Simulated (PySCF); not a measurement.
**MnH₄: breathing scan**

Level of theory: UPBE0 in PySCF with Mn def2-TZVP, H def2-TZVP; no relativity; density-fitted integrals.

Rigid scan from the quartet minimum (H–H 0.860 Å, Mn–H 1.564 Å, Mn–H 1.606 Å, Mn–H 1.702 Å, Mn–H 1.745 Å; H–H–Mn 72.8°, H–H–Mn 78.3°, H–Mn–H 28.9°, H–Mn–H 71.3°, H–Mn–H 93.5°, H–Mn–H 100.2°, H–Mn–H 164.8°, H–Mn–H 166.3°). Coordinate: all bonds to the central atom scaled together. Energies in kJ/mol from the minimum.

Predict the curve at 0.88, 0.92, 0.96, 1.00, 1.04, 1.08, 1.14, 1.22, 1.35.


```tsv
scale of all bonds to the centre	E (kJ/mol)	dipole size (D)	⟨S²⟩
0.88	100.3	2.75	3.87
0.92	40.1	2.80	3.92
0.96	9.0	2.84	3.97
1.00	0.0	2.87	4.04
1.04	7.4	2.88	4.11
1.08	27.0	2.88	4.19
1.14	71.9	2.82	4.31
1.22	148.3	2.60	4.50
1.35	283.9	1.86	4.86
```

Spin contamination is strong at 0.96, 1.00, 1.04, 1.08, 1.14, 1.22, 1.35, so these points are less reliable.

Open d and f shells are described by one determinant, and the ground state may have another occupation or spin.

Other isomers or separated fragments may lie lower.
